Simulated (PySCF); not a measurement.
Species: B2H5NO.
Atom-mapped SMILES: `[BH2:1][O:2][BH:3][NH2:4]` (hydrogens: H5, H6 on B1; H7 on B3; H8, H9 on N4)

Computed by this run: PBE0-D3(BJ)/def2-SVP geometry optimisation, gas phase (PySCF 2.14.0); density fitting, grid level 1; the optimiser is geomeTRIC in internal coordinates, started from a GFN2-xTB structure.

Step 3: E = -4964.5619 eV
```
atom  x, y, z in Å  |  force x, y, z in eV/Å
B1     -2.1337    0.2166   -0.0548   -0.014   0.009  -0.006
O2     -0.8238    0.4307   -0.0305    0.023  -0.060   0.005
B3      0.5129    0.6661   -0.0008    0.040   0.004   0.005
N4      1.4295   -0.3901    0.0423   -0.060   0.024  -0.003
H5     -2.6943    0.0971   -1.1253   -0.006   0.000  -0.003
H6     -2.7424    0.1372    0.9929    0.000   0.002   0.005
H7      0.9029    1.8097   -0.0122    0.010   0.025  -0.001
H8      2.4261   -0.2341    0.0667    0.007   0.007  -0.001
H9      1.1553   -1.3636    0.0555    0.001  -0.011  -0.001
```

Step 4: E = -4964.5621 eV
```
atom  x, y, z in Å  |  force x, y, z in eV/Å
B1     -2.1322    0.2168   -0.0549   -0.015  -0.008  -0.004
O2     -0.8215    0.4256   -0.0303   -0.054  -0.019   0.002
B3      0.5125    0.6680   -0.0004    0.093  -0.053   0.005
N4      1.4276   -0.3900    0.0423   -0.028   0.055  -0.003
H5     -2.6929    0.0965   -1.1251   -0.006   0.006  -0.005
H6     -2.7408    0.1381    0.9927   -0.003   0.007   0.007
H7      0.9034    1.8113   -0.0117   -0.002   0.024  -0.001
H8      2.4241   -0.2335    0.0664    0.013  -0.006   0.000
H9      1.1523   -1.3632    0.0550    0.003  -0.005  -0.001
```

Question: Estimate the geometry and energy of step 5. (The exact step hangs on the optimiser's Hessian estimate; all steps are aligned on step 4, rigid shifts and turns removed.)

Answer: E = -4964.5624 eV, largest force 0.074 eV/Å
```
atom  x, y, z in Å  |  force x, y, z in eV/Å
B1     -2.1337    0.2163   -0.0557   -0.013   0.016   0.008
O2     -0.8217    0.4186   -0.0305   -0.050  -0.026  -0.007
B3      0.5120    0.6644    0.0000    0.074  -0.008   0.000
N4      1.4305   -0.3896    0.0426   -0.009   0.019  -0.002
H5     -2.6973    0.1010   -1.1252    0.006  -0.002  -0.003
H6     -2.7425    0.1439    0.9925   -0.003  -0.003   0.004
H7      0.9000    1.8096   -0.0112   -0.010   0.007   0.000
H8      2.4268   -0.2306    0.0666    0.002  -0.003   0.000
H9      1.1584   -1.3639    0.0548    0.003   0.000  -0.001
```

The energy changes by -0.0003 eV. The first-order estimate −F·Δx gives -0.0004 eV and the mean of the old and new forces, exact on a quadratic surface, -0.0003 eV. The step makes an angle of 80° with the force vector and moves no atom by more than 0.007 Å.

What follows is the cost of the whole optimisation. Hardware: an Arm Neoverse V1 with one thread (shared host). Cost: 14 s wall, 0.34 GiB resident at most.
